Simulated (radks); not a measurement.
Calculated with a radial shooting solver on a logarithmic mesh with Libxc functionals: non-relativistic Kohn-Sham, LB94 model potential, spin-polarised, spherical densities, point nucleus; open shells are filled with parallel spins first (spin-orbit coupling, left out, can overturn this in heavy ions). Response by self-consistent Sternheimer equations with the Hartree and adiabatic LDA kernel. For heavy and open-shell atoms this level of theory can miss by tens of per cent. Rank I+, Cr3+, Ag+, In+, Rh3+, Ge, As+ (NIST ground configurations) by static dipole polarisability, largest first.

Answer. Ge 38.28, In+ 22.38, I+ 20.22, As+ 15.87, Ag+ 8.890, Rh3+ 4.577, Cr3+ 2.090 bohr^3.
